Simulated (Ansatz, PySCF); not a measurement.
CH₉FOSi₃, SMILES C[SiH2]O[Si@H](F)[SiH3]. Atoms are numbered in the order given.

```xyz
15

C     -2.9686    -0.1303    -0.0517
Si    -1.5561    -0.9245    -0.9739
O     -0.2404    -1.0918     0.0488
Si     0.8317    -0.1852     0.9040
F     -0.0008     0.9491     1.7307
Si     2.2849     0.9480    -0.5425
H     -2.6514     0.8395     0.3619
H     -3.8315     0.0373    -0.7150
H     -3.2940    -0.7667     0.7854
H     -1.9063    -2.2897    -1.4582
H     -1.1467    -0.0810    -2.1404
H      1.4956    -1.0636     1.9035
H      3.0497    -0.0393    -1.3650
H      1.4902     1.8269    -1.4543
H      3.2496     1.7891     0.2297
```
Charge 0, spin multiplicity 1.

Coordinates come from a PBE0-D3(BJ)/def2-SVP optimisation. The structure was generated by enumeration; whether it is a known compound was not checked. The values are those of a single conformer.

Two levels are set side by side: PBE-D3(BJ)/def2-SVP (Ansatz, a first-principles code) and PBE0-D3(BJ)/def2-SVP (Ansatz). Each level has its own optimised geometry; the coordinates shown are those of the second. Frequencies come from the Hessian of PySCF at each geometry. Differences are taken from unrounded values.

```tsv
quantity	PBE0-D3(BJ)
mean bond length (Å)	1.530
bond C1–Si2 (Å)	1.865
bond Si2–O3 (Å)	1.675
bond O3–Si4 (Å)	1.644
bond Si4–F5 (Å)	1.632
bond Si4–Si6 (Å)	2.343
bond C1–H7 (Å)	1.101
bond C1–H8 (Å)	1.101
bond C1–H9 (Å)	1.101
bond Si2–H10 (Å)	1.490
bond Si2–H11 (Å)	1.497
bond Si4–H12 (Å)	1.487
bond Si6–H13 (Å)	1.495
bond Si6–H14 (Å)	1.495
bond Si6–H15 (Å)	1.495
highest harmonic wavenumber (cm⁻¹)	3170
mean harmonic wavenumber (cm⁻¹)	1080
zero-point energy (kcal/mol)	60.24
```

**Question.** What does PBE-D3(BJ) give, and how far is it from PBE0-D3(BJ)? (Estimate from the structure and the level; the computed values follow.)

**Answer.** 
```
quantity                            PBE-D3(BJ)  PBE-D3(BJ) minus PBE0-D3(BJ)
----------------------------------  ----------  ----------------------------
mean bond length (Å)                     1.542                         0.012
bond C1–Si2 (Å)                          1.876                         0.011
bond Si2–O3 (Å)                          1.693                         0.018
bond O3–Si4 (Å)                          1.662                         0.018
bond Si4–F5 (Å)                          1.648                         0.016
bond Si4–Si6 (Å)                         2.353                         0.010
bond C1–H7 (Å)                           1.109                         0.008
bond C1–H8 (Å)                           1.109                         0.008
bond C1–H9 (Å)                           1.109                         0.008
bond Si2–H10 (Å)                         1.501                         0.011
bond Si2–H11 (Å)                         1.508                         0.011
bond Si4–H12 (Å)                         1.499                         0.012
bond Si6–H13 (Å)                         1.505                         0.010
bond Si6–H14 (Å)                         1.505                         0.010
bond Si6–H15 (Å)                         1.505                         0.010
highest harmonic wavenumber (cm⁻¹)        3084                           -86
mean harmonic wavenumber (cm⁻¹)           1046                           -35
zero-point energy (kcal/mol)             58.30                         -1.94
```

Exact exchange shortens and stiffens bonds; PBE has none. Differences between two approximate levels are no errors against the true value.
